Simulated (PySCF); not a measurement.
Fill in the blanks.

Species: C4H12AlO4 (charge -1).
SMILES: `C[O][Al-]([O]C)([O]C)[O]C`

Conformer (atom-mapped SMILES and torsion angles): `[CH3:1][O:2][Al-:3]([O:4][CH3:5])([O:6][CH3:7])[O:8][CH3:9]`: C1–O2–Al3–O4 29°, O2–Al3–O4–C5 -149°, O2–Al3–O6–C7 -29°, O2–Al3–O8–C9 -89°.

```tsv
property	level	value
rotational constants A, B, C	PBE0-D3(BJ)/def2-SVP	?
HOMO energy	HF/pcSseg-1	-6.60 eV
LUMO energy	HF/pcSseg-1	8.07 eV
13C chemical shifts (computed TMS as zero) by class	GIAO HF/pcSseg-1	?
1H chemical shifts (computed TMS as zero) by class	GIAO HF/pcSseg-1	?
isotropic shieldings of nuclei other than C and H, by class	GIAO HF/pcSseg-1	?
core binding energies	ΔSCF SCAN, pcX-2 on the ionised atom, pcseg-1 elsewhere, spin-free X2C	?
```

Electronic properties: PySCF, gas phase, density fitting. One conformer (not necessarily the lowest) at the PBE0-D3(BJ)/def2-SVP geometry, without solvent or vibrations. NMR classes are plain means over equivalent atoms (diastereotopic ones count apart unless rotation or inversion swaps them), as if these changed places fast; in this geometry the members of some classes differ. No diffuse functions stand in pcSseg-1, which bears on an anion's orbital energies.

Question: What are the isotropic shieldings of nuclei other than C and H, by class?

Answer: 365 (4 O), 540 (1 Al) ppm.

Question: Give the core binding energies.

Answer: C1s 287.8 (×4), O1s 532.3 (×4), Al1s 1561.3 eV.

Question: The rotational constants A, B, C?

Answer: 1.140, 1.133, 0.948 GHz.

Question: The 13C chemical shifts (computed TMS as zero) by class?

Answer: 47.6 (4 C) ppm.

Question: The 1H chemical shifts (computed TMS as zero) by class?

Answer: 3.14 (12 H) ppm.

With B = h/(8π²I), that is 505.379 GHz u Å² over I, the principal moments of inertia are 443.2, 446.1 and 533.0 u Å² (most abundant isotopes). The rotational constants are those of a nearly oblate symmetric top.
